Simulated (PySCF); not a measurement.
C5H4F2O, SMILES [C@@H]1(C#C)COC1(F)F.

The structure is a stationary point at B3LYP-D3(BJ)/def2-SVP. The structure was generated by enumeration; whether it is a known compound was not checked.

The numbers are results of B3LYP-D3(BJ)/def2-SVP in PySCF, not measurements.

Harmonic, unscaled wavenumbers; measured fundamentals usually lie a few per cent lower.

Computed harmonic wavenumbers and intensities:
| mode | ν (cm⁻¹) | IR (km/mol) | moving atoms (share of kinetic energy) |
|---|---|---|---|
| 1 | 78 | 1.0 | C 33 %, F 31 %, O 21 %, H 15 % |
| 2 | 135 | 1.3 | C 54 %, F 33 %, H 13 % |
| 3 | 197 | 1.2 | C 50 %, H 25 %, F 21 % |
| 4 | 308 | 1.8 | C 43 %, F 41 %, H 8 %, O 8 % |
| 5 | 393 | 2.2 | C 62 %, F 28 % |
| 6 | 470 | 5.7 | F 41 %, C 40 %, O 14 % |
| 7 | 507 | 7.9 | F 42 %, C 31 %, O 22 % |
| 8 | 533 | 8.4 | C 48 %, F 28 %, H 14 %, O 10 % |
| 9 | 645 | 10.9 | C 46 %, O 29 %, F 18 % |
| 10 | 700 | 32.1 | H 76 %, C 23 % |
| 11 | 714 | 27.7 | H 75 %, C 24 % |
| 12 | 721 | 9.3 | F 52 %, C 28 %, H 14 % |
| 13 | 813 | 6.0 | C 45 %, H 25 %, F 24 % |
| 14 | 917 | 13.6 | C 43 %, H 36 %, O 15 % |
| 15 | 1010 | 85.6 | C 47 %, O 38 %, H 13 % |
| 16 | 1060 | 39.0 | C 64 %, H 25 %, O 9 % |
| 17 | 1099 | 7.8 | C 49 %, H 45 % |
| 18 | 1149 | 80.0 | H 44 %, C 43 %, F 8 % |
| 19 | 1156 | 93.0 | C 53 %, H 35 %, O 11 % |
| 20 | 1165 | 41.6 | H 73 %, C 19 % |
| 21 | 1252 | 132.6 | C 54 %, H 36 %, F 9 % |
| 22 | 1282 | 272.1 | C 75 %, H 14 %, F 11 % |
| 23 | 1338 | 62.4 | H 56 %, C 35 % |
| 24 | 1383 | 45.4 | C 58 %, H 40 % |
| 25 | 1505 | 8.9 | H 89 %, C 11 % |
| 26 | 2240 | 0.4 | C 91 %, H 9 % |
| 27 | 3071 | 27.9 | H 95 % |
| 28 | 3091 | 1.9 | H 92 % |
| 29 | 3142 | 15.8 | H 89 %, C 11 % |
| 30 | 3470 | 76.0 | H 85 %, C 15 % |
